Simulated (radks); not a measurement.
Results of a calculation; reference values are marked as such.
Q: These are the eigenvalues of the occupied orbitals of an atom or ion with whole-number occupations (hartree). Level of theory: Dirac Kohn-Sham, exchange-only PBE, spin-unpolarised, spherical densities, finite nucleus; Fermi nuclear charge, rms radius of each element as measured or else 0.836 A^(1/3) + 0.57 fm (a radial shooting solver on a logarithmic mesh with Libxc functionals).

orbital  eigenvalue
1s1/2     -1595.195
2s1/2     -305.3406
2p1/2     -292.2382
2p3/2     -274.3537
3s1/2     -105.2822
3p1/2     -99.96289
3p3/2     -95.99853
3d3/2     -87.28136
3d5/2     -86.38290

Which element is it, and in what charge state? The configuration may be excited. Open shells, if any, fill j = l - 1/2 first.

A: Z = 59, praseodymium, charge +35: Pr35+ in [Ar] 3d6. The list shows which subshells hold electrons but not how many an open one holds; the 1s level, -1595.2 hartree, gives Z - s = 56.5 by -(Z - s)^2/2, which with screening and relativity narrows Z to a few neighbours, and the depths of the outer levels then fix element, charge and occupations together.
